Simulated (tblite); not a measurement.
Species: C4H16GeSi2.
SMILES with atom numbers: `[CH3:1][CH2:2][C@H:3]([CH3:4])[GeH2:5][SiH2:6][SiH3:7]` (hydrogens: H8, H9, H10 on C1; H11, H12 on C2; H13 on C3; H14, H15, H16 on C4; H17, H18 on Ge5; H19, H20 on Si6; H21, H22, H23 on Si7)

Computed with GFN2-xTB (tblite), gas phase: L-BFGS steps from a force-field or distance-geometry start until the largest atomic force falls under 0.01 eV/Å.

Step 106: E = -601.1099 eV
```
atom  x, y, z in Å  |  force x, y, z in eV/Å
C1     -2.9790    0.7791   -0.7539   -0.017  -0.009  -0.029
C2     -1.5364    0.2869   -0.8030   -0.024  -0.006  -0.026
C3     -1.1502   -0.6165    0.3666   -0.013   0.007  -0.011
C4     -0.9828    0.1625    1.6643    0.028   0.004  -0.013
Ge5     0.5200   -1.6223   -0.1034    0.006   0.005   0.024
Si6     2.2567   -0.3732   -1.0853    0.017  -0.033   0.003
Si7     3.5476    0.8125    0.4299    0.008   0.012   0.018
H8     -3.2028    1.3858   -1.6303    0.018  -0.004   0.025
H9     -3.6666   -0.0654   -0.7432    0.019   0.016   0.022
H10    -3.1615    1.3831    0.1310    0.009   0.003   0.017
H11    -0.8571    1.1448   -0.8295   -0.018  -0.010  -0.006
H12    -1.3992   -0.2683   -1.7375    0.002  -0.002  -0.016
H13    -1.9454   -1.3552    0.5103   -0.030   0.012  -0.006
H14    -1.9045    0.6717    1.9442    0.024  -0.015   0.007
H15    -0.7067   -0.5120    2.4738   -0.017  -0.002   0.010
H16    -0.1954    0.9101    1.5665   -0.006   0.014  -0.017
H17     0.9425   -2.3391    1.1674    0.014  -0.021  -0.016
H18     0.0709   -2.7877   -0.9704    0.007   0.018   0.018
H19     1.6619    0.4758   -2.1278   -0.003   0.022   0.022
H20     3.0960   -1.3151   -1.8373    0.000  -0.017  -0.020
H21     4.9474    0.3828    0.3818   -0.003   0.021   0.010
H22     3.0991    0.6294    1.8153   -0.011   0.000  -0.012
H23     3.5407    2.2572    0.1805   -0.010  -0.016  -0.003
```

Step 107: E = -601.1104 eV
```
atom  x, y, z in Å  |  force x, y, z in eV/Å
C1     -2.9777    0.7809   -0.7522   -0.001  -0.011  -0.022
C2     -1.5371    0.2832   -0.8055   -0.012  -0.010  -0.014
C3     -1.1501   -0.6179    0.3658   -0.012   0.008  -0.003
C4     -0.9812    0.1639    1.6618    0.023   0.007  -0.011
Ge5     0.5201   -1.6245   -0.1027    0.000   0.016  -0.001
Si6     2.2570   -0.3722   -1.0816   -0.006  -0.038  -0.024
Si7     3.5462    0.8149    0.4312    0.013   0.008   0.032
H8     -3.2011    1.3881   -1.6281    0.010  -0.004   0.024
H9     -3.6671   -0.0616   -0.7384    0.006   0.013   0.018
H10    -3.1551    1.3857    0.1336    0.012  -0.002   0.004
H11    -0.8548    1.1384   -0.8360   -0.016  -0.005  -0.010
H12    -1.4030   -0.2763   -1.7381   -0.010   0.007  -0.015
H13    -1.9450   -1.3568    0.5110   -0.028   0.017  -0.002
H14    -1.9034    0.6707    1.9447    0.023  -0.024   0.007
H15    -0.6989   -0.5080    2.4715   -0.020   0.003   0.006
H16    -0.1980    0.9155    1.5597    0.000   0.008  -0.019
H17     0.9382   -2.3472    1.1640    0.021  -0.027   0.005
H18     0.0693   -2.7856   -0.9741    0.009   0.018   0.014
H19     1.6579    0.4738   -2.1254    0.005   0.017   0.033
H20     3.0977   -1.3116   -1.8355    0.001  -0.019  -0.018
H21     4.9450    0.3825    0.3828    0.002   0.026   0.009
H22     3.0985    0.6312    1.8164   -0.014  -0.002  -0.004
H23     3.5378    2.2595    0.1853   -0.006  -0.006  -0.010
```

Step 108: E = -601.1108 eV
```
atom  x, y, z in Å  |  force x, y, z in eV/Å
C1     -2.9764    0.7823   -0.7510    0.011  -0.011  -0.003
C2     -1.5378    0.2799   -0.8083    0.004  -0.011   0.000
C3     -1.1503   -0.6188    0.3648   -0.007   0.006   0.004
C4     -0.9797    0.1653    1.6595    0.010   0.009  -0.008
Ge5     0.5203   -1.6259   -0.1015   -0.004   0.022  -0.017
Si6     2.2573   -0.3723   -1.0790   -0.018  -0.032  -0.037
Si7     3.5456    0.8168    0.4326    0.007  -0.003   0.029
H8     -3.1992    1.3916   -1.6252    0.001  -0.004   0.019
H9     -3.6669   -0.0589   -0.7352   -0.009   0.012   0.010
H10    -3.1492    1.3859    0.1372    0.015  -0.006  -0.013
H11    -0.8533    1.1331   -0.8417   -0.011   0.000  -0.013
H12    -1.4058   -0.2826   -1.7395   -0.020   0.012  -0.011
H13    -1.9455   -1.3575    0.5112   -0.021   0.021   0.002
H14    -1.9024    0.6694    1.9454    0.015  -0.025   0.004
H15    -0.6932   -0.5044    2.4698   -0.015   0.007  -0.004
H16    -0.2007    0.9208    1.5541    0.007  -0.002  -0.019
H17     0.9342   -2.3544    1.1618    0.026  -0.029   0.020
H18     0.0690   -2.7836   -0.9765    0.008   0.013   0.008
H19     1.6546    0.4728   -2.1225    0.012   0.012   0.042
H20     3.0986   -1.3091   -1.8351    0.000  -0.021  -0.016
H21     4.9435    0.3829    0.3842    0.009   0.029   0.008
H22     3.0978    0.6325    1.8171   -0.017  -0.004   0.008
H23     3.5347    2.2609    0.1880   -0.002   0.005  -0.014
```

Question: Estimate the geometry and energy of step 109. (The exact step hangs on the optimiser's Hessian estimate; all steps are aligned on step 108, rigid shifts and turns removed.)

Answer: E = -601.1113 eV, largest force 0.048 eV/Å
```
atom  x, y, z in Å  |  force x, y, z in eV/Å
C1     -2.9750    0.7836   -0.7499    0.014  -0.005   0.022
C2     -1.5388    0.2758   -0.8113    0.018  -0.005   0.012
C3     -1.1508   -0.6196    0.3640   -0.001   0.000   0.008
C4     -0.9775    0.1667    1.6572   -0.007   0.006  -0.002
Ge5     0.5201   -1.6268   -0.1007   -0.008   0.018  -0.019
Si6     2.2574   -0.3727   -1.0767   -0.016  -0.019  -0.036
Si7     3.5450    0.8187    0.4349   -0.004  -0.016   0.014
H8     -3.1973    1.3952   -1.6225   -0.008  -0.009   0.018
H9     -3.6673   -0.0559   -0.7314   -0.020   0.015   0.001
H10    -3.1426    1.3865    0.1406    0.017  -0.015  -0.037
H11    -0.8520    1.1268   -0.8487   -0.004   0.007  -0.015
H12    -1.4099   -0.2900   -1.7411   -0.028   0.016  -0.005
H13    -1.9467   -1.3576    0.5122   -0.012   0.023   0.007
H14    -1.9002    0.6687    1.9464    0.004  -0.020   0.000
H15    -0.6887   -0.5014    2.4685   -0.004   0.012  -0.016
H16    -0.2018    0.9251    1.5487    0.014  -0.011  -0.019
H17     0.9303   -2.3617    1.1599    0.028  -0.025   0.023
H18     0.0695   -2.7806   -0.9797    0.005   0.005   0.001
H19     1.6527    0.4729   -2.1192    0.014   0.009   0.045
H20     3.0988   -1.3072   -1.8353    0.001  -0.023  -0.015
H21     4.9425    0.3845    0.3863    0.015   0.031   0.008
H22     3.0967    0.6335    1.8183   -0.020  -0.005   0.020
H23     3.5309    2.2622    0.1898    0.001   0.011  -0.015
```

The energy changes by -0.0005 eV. The first-order estimate −F·Δx gives -0.0007 eV and the mean of the old and new forces, exact on a quadratic surface, -0.0005 eV. The step makes an angle of 78° with the force vector and moves no atom by more than 0.010 Å.

The cost below is that of the whole relaxation. Hardware: one thread of an Arm Neoverse V1, shared host. Cost: 2.4 s wall.
